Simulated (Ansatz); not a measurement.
WOF4 (SMILES O=[W](F)(F)(F)F): the vertical ionisation energy, rung by rung

WOF4: 6 atoms, total charge 0, spin state singlet. SMILES: `O=[W](F)(F)(F)F`. The shape is that of a PBE0-D4/def2-TZVP optimisation.

Each level gives the vertical ionisation energy (to the doublet cation) (eV). The values are calculated.

```json
{"level": "HF/def2-SVP (core potential)", "kind": "Hartree–Fock", "program": "Ansatz", "value (eV)": "13.44", "CPU time (all runs)": "34 s"}
{"level": "SVWN5/def2-SVP (core potential)", "kind": "LDA", "program": "Ansatz", "value (eV)": "13.62", "CPU time (all runs)": "22 s"}
{"level": "revPBE/def2-SVP (core potential)", "kind": "GGA", "program": "Ansatz", "value (eV)": "13.21", "CPU time (all runs)": "54 s"}
{"level": "r2SCAN/def2-SVP (core potential)", "kind": "meta-GGA", "program": "Ansatz", "value (eV)": "13.65", "CPU time (all runs)": "83 s"}
{"level": "B3LYP/def2-SVP (core potential)", "kind": "global hybrid", "program": "Ansatz", "value (eV)": "13.89", "CPU time (all runs)": "60 s"}
{"level": "PBE0/def2-SVP (core potential)", "kind": "global hybrid", "program": "Ansatz", "value (eV)": "13.95", "CPU time (all runs)": "34 s"}
{"level": "MP2/def2-SVP (core potential)", "kind": "perturbation theory", "program": "Ansatz", "value (eV)": "14.83", "CPU time (all runs)": "28 s"}
{"level": "CCSD/def2-SVP (core potential)", "kind": "coupled cluster or CI", "program": "Ansatz", "value (eV)": "14.24", "CPU time (all runs)": "5 min"}
```

Spin-orbit coupling, which can split open shells on such heavy atoms by tenths of an eV, is left out. The values span 13.21 to 14.83 eV. CPU times are rough (shared hosts, several kinds of processor): they show what a rung costs within a factor of a few.
